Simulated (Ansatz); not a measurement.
Correlation energies of C$_{2}$H$_{6}$ClNOSi (`CNC(=O)[SiH2]Cl`) by basis set

```xyz
12

C    -0.619   -0.531    1.906
N    -0.531   -0.088    0.536
C     0.625   -0.056   -0.153
O     1.713   -0.391    0.292
Si    0.651    0.543   -1.959
Cl   -1.248    1.079   -2.586
H    -1.282   -1.394    1.997
H     0.382   -0.816    2.227
H    -0.986    0.269    2.554
H    -1.364    0.215    0.058
H     1.526    1.730   -2.055
H     1.133   -0.558   -2.819
```

The species carries charge 0 and has multiplicity 1. All single points use the PBE0-D4/def2-TZVP geometry. It is one conformer, not always the lowest. Frozen core, restricted reference, Ansatz. CBS rows extrapolate triple and quadruple zeta; past MP2 they add the triple-zeta difference.

```csv
basis,HF (Eh),MP2 corr.
def2-TZVPP,-957.14300,-1.07793
def2-QZVPP,-957.17439,-1.16222
```

(1) Estimate the CCSD correlation energy and the (T) correction in each basis where they were run (hartree).

Answers

(1) 
```
     basis  CCSD corr.       (T)
def2-TZVPP    -1.12482  -0.04893
 CBS(def2)    -1.27154     as TZ
```
